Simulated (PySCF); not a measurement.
PySCF input for B(H)(Br)(Me) (CH₄BBr), SMILES BrBC, PBE0-D3(BJ)/def2-TZVP. Geometry: PBE0-D3(BJ)/def2-TZVP.

```python
import numpy as np
from pyscf import gto, scf, dft, df
from pyscf.hessian import thermo

mol = gto.M(
    atom='''
    B    -0.64442063    0.99998965   -0.00000000
    H    -1.83463650    1.07447539    0.00000000
    Br    0.05573718   -0.77886456   -0.00000000
    C     0.27983504    2.23925738   -0.00000000
    H     1.34752881    2.02268929   -0.00000000
    H     0.03969959    2.86380113    0.86958065
    H     0.03969958    2.86380114   -0.86958065
    ''',
    basis='def2-TZVP',
    charge=0,
    spin=0,
    max_memory=1600,
    verbose=3,
)
mf = dft.RKS(mol, xc='pbe0').density_fit(auxbasis='def2-universal-jkfit')
mf.disp = 'd3bj'
mf.grids.level = 3
mf.conv_tol = 1e-11
mf.max_cycle = 100
mf.kernel()

# [left out here: the lines that compute and print the analytic Hessian (its translational invariance restored by hand, since the grid's response is missing), thermochemistry and intensities]
```

It prints:

```
converged SCF energy = -2639.18983097354

WARN: DFTD3 does not support analytical Hessian, using finite difference


WARN: Mole.unit (angstrom) is changed to Bohr

Mode                                 0                   1                   2
Irrep
Freq [cm^-1]                       52.9070            282.5328            598.9712
Reduced mass [au]                   1.1185              3.1415              3.0679
Force const [Dyne/A]                0.0018              0.1477              0.6485
Char temp [K]                      76.1215            406.5018            861.7863
Normal mode                   x     y     z       x     y     z       x     y     z
       0   B                 0.00 -0.00 -0.10    0.13  0.05  0.00   -0.16  0.14 -0.00
       1   H                 0.00  0.00 -0.15    0.13  0.04  0.00   -0.16  0.08 -0.00
       2  Br                -0.00 -0.00  0.01   -0.01 -0.04 -0.00    0.02 -0.04  0.00
       3   C                 0.00  0.00 -0.00   -0.03  0.18 -0.00    0.01  0.10  0.00
       4   H                 0.00  0.00 -0.39    0.02  0.40  0.00   -0.05 -0.24 -0.00
       5   H                 0.28 -0.38  0.36   -0.16  0.13 -0.00    0.25  0.16  0.01
       6   H                -0.28  0.38  0.36   -0.16  0.13  0.00    0.25  0.16 -0.01
Mode                                 3                   4                   5
Irrep
Freq [cm^-1]                      629.0479            850.4287            899.4167
Reduced mass [au]                   1.0869              1.3568              1.7125
Force const [Dyne/A]                0.2534              0.5781              0.8162
Char temp [K]                     905.0598           1223.5775           1294.0603
Normal mode                   x     y     z       x     y     z       x     y     z
       0   B                -0.00  0.00 -0.05   -0.06  0.10  0.00    0.00 -0.00  0.17
       1   H                -0.00  0.00  0.61   -0.04  0.62 -0.00   -0.00 -0.00 -0.56
       2  Br                 0.00 -0.00  0.00    0.01 -0.01 -0.00   -0.00  0.00 -0.00
       3   C                 0.00  0.00 -0.07    0.04 -0.09 -0.00   -0.00  0.00 -0.10
       4   H                -0.00 -0.00  0.30    0.11  0.31  0.00   -0.00 -0.00  0.20
       5   H                -0.32 -0.34  0.10   -0.30 -0.14 -0.04   -0.15 -0.26  0.07
       6   H                 0.32  0.34  0.10   -0.30 -0.14  0.04    0.15  0.26  0.07
Mode                                 6                   7                   8
Irrep
Freq [cm^-1]                     1040.9423           1138.0738           1320.2828
Reduced mass [au]                   1.9998              1.6029              1.3805
Force const [Dyne/A]                1.2767              1.2232              1.4178
Char temp [K]                    1497.6843           1637.4348           1899.5930
Normal mode                   x     y     z       x     y     z       x     y     z
       0   B                 0.14  0.10  0.00    0.02  0.18 -0.00    0.03  0.05  0.00
       1   H                 0.16  0.32 -0.00   -0.02 -0.67  0.00    0.04 -0.06  0.00
       2  Br                 0.00 -0.00  0.00   -0.00 -0.00 -0.00   -0.00 -0.00 -0.00
       3   C                -0.13 -0.04 -0.00    0.03 -0.06  0.00   -0.07 -0.13 -0.00
       4   H                -0.23 -0.49 -0.00    0.02 -0.04  0.00    0.03  0.35  0.00
       5   H                 0.05 -0.08  0.07   -0.22 -0.14 -0.01    0.21  0.40 -0.29
       6   H                 0.05 -0.08 -0.07   -0.22 -0.14  0.01    0.21  0.40  0.29
Mode                                 9                  10                  11
Irrep
Freq [cm^-1]                     1440.8310           1444.5114           2652.3068
Reduced mass [au]                   1.0763              1.0511              1.0972
Force const [Dyne/A]                1.3165              1.2923              4.5475
Char temp [K]                    2073.0350           2078.3303           3816.0790
Normal mode                   x     y     z       x     y     z       x     y     z
       0   B                 0.00 -0.04 -0.00   -0.00  0.00 -0.02    0.09 -0.00  0.00
       1   H                 0.01  0.05  0.00   -0.00 -0.00  0.06   -0.95  0.05  0.00
       2  Br                -0.00  0.00  0.00    0.00 -0.00  0.00   -0.00  0.00 -0.00
       3   C                 0.07  0.02 -0.00   -0.00 -0.00 -0.06   -0.00 -0.00 -0.00
       4   H                -0.06 -0.50  0.00    0.00  0.00  0.72    0.00 -0.00  0.00
       5   H                -0.37  0.31 -0.32    0.46  0.04  0.06    0.01 -0.00 -0.01
       6   H                -0.37  0.31  0.32   -0.46 -0.04  0.06    0.01 -0.00  0.01
Mode                                12                  13                  14
Irrep
Freq [cm^-1]                     3028.7672           3083.0542           3152.3273
Reduced mass [au]                   1.0412              1.0935              1.0992
Force const [Dyne/A]                5.6274              6.1239              6.4355
Char temp [K]                    4357.7217           4435.8285           4535.4972
Normal mode                   x     y     z       x     y     z       x     y     z
       0   B                -0.00 -0.00  0.00    0.00  0.00 -0.00   -0.00  0.00  0.00
       1   H                 0.01  0.00  0.00    0.00  0.00  0.00    0.01 -0.00  0.00
       2  Br                 0.00 -0.00 -0.00   -0.00  0.00 -0.00    0.00 -0.00 -0.00
       3   C                 0.01  0.05  0.00    0.00  0.00 -0.08   -0.08  0.04 -0.00
       4   H                -0.36  0.09 -0.00   -0.00  0.00 -0.02    0.87 -0.18 -0.00
       5   H                 0.14 -0.36 -0.52   -0.15  0.40  0.52    0.04 -0.13 -0.20
       6   H                 0.14 -0.36  0.52    0.15 -0.40  0.52    0.04 -0.13  0.20
temperature 298.1500 [K]
pressure 101325.00 [Pa]
Rotational constants [GHz] 40.75605 3.59465 3.37047
Symmetry number 1
Zero-point energy (ZPE) 0.04924 [Eh]   129282.829 [J/mol]
                           tot       elec      trans        rot        vib
Entropy [J/mol/K]       299.070      0.000    166.996    100.379     31.696
Cv [J/mol/K]             57.015      0.000     12.472     12.472     32.072
Cp [J/mol/K]             65.330      0.000     20.786     12.472     32.072
Internal energy [J/mol]                      3718.434   3718.434 133933.275
Internal energy [Eh]   -2639.13599  -2639.18983
Enthalpy [J/mol]                             6197.391   3718.434 133933.275
Enthalpy [Eh]          -2639.13504
Gibbs free energy [J/mol]                  -43592.329 -26209.449 124483.232
Gibbs free energy [Eh] -2639.16900
mode   freq/cm-1   IR/(km/mol)
   1       52.91         0.777
   2      282.53         0.888
   3      598.97        30.115
   4      629.05         0.159
   5      850.43        24.474
   6      899.42        20.241
   7     1040.94        10.233
   8     1138.07       199.568
   9     1320.28        83.841
  10     1440.83         6.939
  11     1444.51         5.767
  12     2652.31        97.345
  13     3028.77         0.479
  14     3083.05         2.137
  15     3152.33         6.902
max |gradient| / (hartree/bohr): 5.299534120363958e-05
APT charges: [ 0.8029 -0.1823 -0.4043 -0.3269  0.0277  0.0415  0.0415]
```

Self-consistency was reached.

Cost: roughly 2.2 core-minutes.
